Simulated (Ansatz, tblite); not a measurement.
Removing and adding an electron: B₁₅P₁₅H₃₄, a nanocrystal cut from wurtzite BP (hydrogen-capped). The state is a singlet with charge 0. Geometry: PBE-D4/def2-SVP. Ansatz, gas phase; energy differences of separate SCF runs; the oxidised species was run as a doublet alone; the reduced species was run as a doublet alone.

Cartesian coordinates in Å:
```
B -0.073 2.771 -3.019
P 1.378 1.487 -3.209
P -0.277 3.112 -1.072
B 1.118 2.217 -0.029
B -0.580 3.956 2.140
P 0.843 2.634 1.889
B 1.088 -0.161 -2.225
P 2.540 -1.433 -2.430
P 0.877 0.277 -0.271
B 2.270 -0.677 0.744
B 0.554 0.997 2.908
P 2.005 -0.283 2.668
B 2.263 -3.093 -1.453
P 1.995 -2.594 0.452
B 1.761 -1.923 3.710
P -1.686 1.861 -3.628
B -2.070 2.650 -0.430
P -2.189 3.030 1.512
B -2.097 0.238 -2.640
P -0.585 -0.990 -2.836
P -2.221 0.715 -0.717
B -0.913 -0.270 0.349
B -2.637 1.407 2.503
P -1.125 0.165 2.297
B -0.946 -2.653 -1.868
P 0.582 -3.832 -2.108
P -1.061 -2.197 0.061
B 0.254 -3.186 1.129
B -1.478 -1.502 3.280
P 0.076 -2.658 3.031
H 0.161 3.772 -3.675
H 2.616 2.081 -2.829
H 1.642 1.197 -4.589
H -0.111 4.523 -0.954
H 2.235 2.529 -0.423
H -0.349 4.953 1.459
H -0.694 4.175 3.339
H 2.089 3.210 2.298
H 3.778 -0.838 -2.049
H 2.787 -1.679 -3.821
H 3.370 -0.320 0.338
H 0.431 1.265 4.094
H 3.231 0.340 3.064
H 3.197 -3.854 -1.639
H 3.011 -3.319 1.141
H 2.696 -2.694 3.501
H 1.611 -1.613 4.885
H -1.615 1.599 -5.034
H -2.776 2.776 -3.588
H -2.924 3.227 -1.092
H -3.276 3.956 1.597
H -3.103 -0.302 -3.069
H -0.430 -1.301 -4.232
H -3.528 0.305 -0.321
H -2.708 1.681 3.695
H -3.653 0.888 2.046
H -1.968 -3.153 -2.307
H 0.707 -4.233 -3.477
H 0.358 -5.095 -1.486
H -2.365 -2.615 0.459
H 0.109 -4.388 0.942
H -1.560 -1.202 4.465
H -2.490 -2.033 2.826
H -0.145 -3.905 3.696
```

The xTB rows come from tblite. Single mean-field runs in def2-SVP are fitted with def2-universal-jkfit.

```csv
level,−HOMO (eV),vertical IE (eV),−LUMO (eV),vertical EA (eV),HOMO–LUMO gap (eV),IE − EA (eV),remarks
GFN1-xTB,9.63,11.25,6.29,4.56,3.34,6.69,–
GFN2-xTB,8.48,10.07,6.50,5.06,1.99,5.00,–
PBE-D4/def2-SVP,5.01,6.75,2.15,0.74,2.86,6.01,HOMO above zero (-1 doublet)
PBE0-D4/def2-SVP,6.00,7.18,1.39,0.47,4.61,6.71,HOMO above zero (-1 doublet)
```

   A HOMO above zero means that the electron is unbound at that level or that self-interaction error raises the level; the energy of removing that electron tells which. Raw xTB energy differences between charge states are shifted by several eV; the methods need an empirical correction for them. Sets without diffuse functions give affinities that are too small.
